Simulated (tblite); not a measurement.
CH10Ge2SSi.
Geometry (GFN2-xTB, Å), atoms numbered from 1 in this order:
```
atom  x, y, z in Å
C1    -1.7722   -0.1426    0.6731
Si2   -1.6347    1.0479   -0.7973
S3    -0.5681    0.1354   -2.4387
Ge4    1.0071   -1.0034   -1.3841
Ge5    2.2399    0.1284    0.3315
H6    -2.4207    0.2670    1.4418
H7    -2.1841   -1.1019    0.3669
H8    -0.7987   -0.3293    1.1286
H9    -0.8962    2.2556   -0.4195
H10   -2.9288    1.3490   -1.3948
H11    1.9099   -1.4870   -2.5013
H12    0.3838   -2.2850   -0.8399
H13    2.5258   -0.7756    1.4959
H14    3.5790    0.6258   -0.1217
H15    1.5536    1.3238    0.9319
```

Method: GFN2-xTB as coded in tblite; computed harmonic values from a numerical Hessian at the method's own geometry, unscaled. The method is semi-empirical: single wavenumbers can be off by several per cent or more. Modes of hydrogen on germanium and silicon can be 10 to 20 % off. One conformer, not necessarily the lowest. The optimisation stopped once no atom felt more than 0.01 eV/Å.

Lowest wavenumbers of the output (negative numbers stand for imaginary wavenumbers):
```
mode    cm-1
  1     -21.4
  2      51.4
  3      76.2
  4      81.3
  5     111.2
  6     146.5
  7     177.8
  8     243.3
```

Task: Is this structure a minimum?

Result: Not by this Hessian. 1 mode is imaginary beyond 20i (21i cm⁻¹), so at this level the point lies at or near a first-order saddle. The curvature is small, so loose convergence or finite differences may be the whole cause.

Task: Which atoms move in the imaginary mode?

Result: 21i: H13 (Ge–H hydrogen) 24 %, H14 (Ge–H hydrogen) 20 %, C1 (Si-methyl carbon) 18 %, H15 (Ge–H hydrogen) 17 %. These are shares of the mass-weighted motion.

Task: What is the remedy?

Result: Step along that mode in both directions, optimise again with tighter thresholds and repeat the frequencies. The zero-point energy of this point (57.0 kcal/mol) counts the 38 real modes alone, and thermal corrections from it aren't those of a minimum.
